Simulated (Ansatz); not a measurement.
Reaction (cleavage of the Si–Si bond): `O[SiH]([SiH3])Cl` + `N[SiH](O)O` → `O[SiH](O)N[SiH](O)Cl` + SiH₄

Computed with Ansatz on PBE0-D4/def2-TZVP structures; ΔE is electronic, products minus reactants. CCSD(T)/CBS adds triple-zeta CCSD(T) − MP2 to the extrapolated MP2 energy (def2 sets, frozen cores). This one scheme is used for every species. DFT in def2-TZVPP. Each species was taken in one conformer, which may not be the lowest.

CCSD(T)/CBS gives -94.6 kJ/mol.

Problem. Another level gave -97.6 kJ/mol. Which?
A. SCS-MP2/def2-TZVPP
B. r2SCAN-D4/def2-TZVPP
C. CCSD/def2-TZVPP
D. PBE0-D4/def2-TZVPP

Solution. C. CCSD/def2-TZVPP -97.6, SCS-MP2/def2-TZVPP -102.5, PBE0-D4 -83.9, r2SCAN-D4 -92.7 kJ/mol.

Largest T1 diagnostic among the species: 0.012.

From PBE to PBE0 (25 % exact exchange), in def2-TZVPP and without D4, ΔE moves by −7.8 kJ/mol. The D4 term adds −8.9 kJ/mol with B3LYP and −5.1 kJ/mol with PBE0; it sums over pairs of atoms, weighted by their polarisabilities, and B3LYP, whose exchange is more repulsive, gets the larger term.

B3LYP here is the variant with VWN-RPA as its local correlation; programs differ in this.
